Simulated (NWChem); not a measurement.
Species: HfN$_{2}$H$_{6}$; SMILES [NH2][HfH2][NH2]

```xyz
9

Hf    -0.2171    -0.0017     0.0000
N      0.9090     1.6733     0.0000
H      1.2334     2.1752    -0.8261
H      1.2334     2.1752     0.8261
N      0.9699    -1.6317     0.0000
H      0.5689    -2.5707     0.0000
H      1.9829    -1.7207     0.0000
H     -1.2687    -0.1157    -1.5431
H     -1.2687    -0.1157     1.5431
```
Atoms are numbered in this order, from 1.

All runs: NWChem. Medium grid unless said otherwise, to which SCAN and Minnesota functionals are sensitive. All runs use the structure optimised with PBE0/def2-SVP. def2 effective core potentials on Hf; no spin-orbit coupling. Hybrids' shares of exact exchange are those that their runs print; pure functionals count as 0. The functionals differ in more than this share.

```
row              share of exact exchange  orbital gap (eV)
---------------  -----------------------  ----------------
PBE/def2-SVP                        0.00              4.30
TPSS/def2-SVP                       0.00              4.67
TPSSh/def2-SVP                      0.10              5.51
B3LYP/def2-SVP                      0.20              6.00
PBE0/def2-SVP                       0.25              6.46
M06-2X/def2-SVP                     0.54          withheld
```

**Question.** Fit a straight line of the last column on the one before it, predict the withheld value, and compare with the run.

**Answer.** 
1. Means of the 5 shown rows: x = 0.110, y = 5.388. Slope Σ(x − x̄)(y − ȳ)/Σ(x − x̄)² = 0.4026/0.05200 = 7.742; intercept 4.536.
2. The shown rows scatter about the line by 0.155 (root mean square); the largest residual is -0.24, at PBE/def2-SVP.
3. At x = 0.54 (M06-2X/def2-SVP; beyond the shown range) the line gives 8.72.
4. The run gives 8.27, -0.45 from the line, 2.9 times the scatter.
